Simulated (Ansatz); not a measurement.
Geometry optimisation, RKS BHLYP-D4/STO-3G (Ansatz 0.2.0).

Input:

```yaml
crystal:
  periodic: [false, false, false]
  atoms:
    - { symbol: B, position_ang: [0.0, 0.0, 0.0] }
    - { symbol: O, position_ang: [0.0, 0.0, 1.41] }
    - { symbol: H, position_ang: [-0.9095, -0.2814, 1.7471] }
    - { symbol: "N", position_ang: [1.3423, 0.0, -0.775] }
    - { symbol: H, position_ang: [1.8089, -0.9179, -1.0268] }
    - { symbol: H, position_ang: [1.7937, 0.9179, -1.0532] }
    - { symbol: C, position_ang: [-1.3856, 0.0, -0.8] }
    - { symbol: H, position_ang: [-1.9458, -0.9305, -0.5708] }
    - { symbol: H, position_ang: [-1.9898, 0.8797, -0.4946] }
    - { symbol: H, position_ang: [-1.1839, 0.0508, -1.8903] }
basis:
  gaussian: { orbitals: STO-3G }
hamiltonian:
  xc: { name: BHLYP }
  dispersion: d4
relax:
  f_tol: 0.02
  max_steps: 40
output:
  orbitals: {}
```

Command:

```bash
$ ansatz run input.yaml --threads 1 --pin off --max-ram 2048MiB --backend cpu --events-out ev --progress --plain --runs-dir out
```

Where does it end, and by what steps?

It converged. Limits of this set-up: minimal basis. After 10 steps the energy has fallen by 1.691 eV; H5 moved furthest, 1.16 Å.

```tsv
step	energy less start (eV)	largest force component (eV/Å)	accepted
0	0.0000	2.446	yes
1	-0.3707	3.099	yes
2	-0.5457	1.807	yes
3	-0.7521	1.452	yes
4	-1.0340	1.759	yes
5	-1.3193	1.299	yes
6	-1.5352	2.124	yes
7	-1.6768	0.228	yes
8	-1.6893	0.214	yes
9	-1.6908	0.050	yes
10	-1.6910	0.019	yes
```

```xyz
10
Properties=species:S:1:pos:R:3
B 0.022 -0.125 -0.033
O 0.091 -0.470 1.293
H -0.837 -0.533 1.658
N 1.242 0.013 -0.704
H 2.152 -0.124 -0.250
H 1.319 0.266 -1.694
C -1.352 0.122 -0.792
H -2.093 -0.641 -0.548
H -1.784 1.084 -0.510
H -1.229 0.127 -1.874
```

Whether the end is a true minimum wasn't checked by a vibrational analysis.

Time of the run: 20 s on 1 thread of Arm Neoverse V2, with other jobs on the host, peak memory 0.13 GiB.
